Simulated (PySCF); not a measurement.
**The third ionisation energy along the second row**

Calculated with PySCF 2.14 from differences of total energies of unrestricted determinants, without spin-orbit coupling. Values in eV. The last column holds reference values (NIST; (s) semi-empirical, (t) theoretical, else measured). Unmarked ones compare directly (S terms, centres of terms, or small fine structure); those marked * lie between the lowest fine-structure levels and include a spin-orbit shift.

| element | configurations | UHF | MP2 (valence) | SCS-MP2 (valence) | PBE | PBE0 | r2SCAN | reference |
| --- | --- | --- | --- | --- | --- | --- | --- | --- |
| B (aug-cc-pVTZ-DK, spin-free X2C) | [He] 2s1 → 1s2 | 37.826 | n/a | n/a | 38.293 | 38.234 | 37.860 | 37.931 |
| C (aug-cc-pVTZ-DK, spin-free X2C) | [He] 2s2 → [He] 2s1 | 45.806 | 46.979 | 47.214 | 47.123 | 47.062 | 46.641 | 47.888 |
| N (aug-cc-pVTZ-DK, spin-free X2C) | [He] 2s2 2p1 → [He] 2s2 | 47.261 | 47.448 | 47.399 | 47.981 | 47.966 | 48.183 | 47.445 (s) * |
| O (aug-cc-pVTZ-DK, spin-free X2C) | [He] 2s2 2p2 → [He] 2s2 2p1 | 54.578 | 54.959 | 54.815 | 55.233 | 55.269 | 55.572 | 54.936 (s) * |
| Ne (aug-cc-pVTZ-DK, spin-free X2C) | [He] 2s2 2p4 → [He] 2s2 2p3 | 61.822 | 63.013 | 63.116 | 63.861 | 63.716 | 63.602 | 63.423 * |

Q: Fill in the row of F (aug-cc-pVTZ-DK, spin-free X2C) ([He] 2s2 2p3 → [He] 2s2 2p2).

A: UHF 62.232; MP2 (valence) 62.815; SCS-MP2 (valence) 62.555; PBE 62.823; PBE0 62.903; r2SCAN 63.147; reference 62.708 (s) * (eV).

"Valence" correlates the outer s and p shells and, in groups 3 to 12 and the f block, the outer d or f shell, open or full, or the next shell where the ion has no valence electron left; the wider scheme adds the next inner shell.
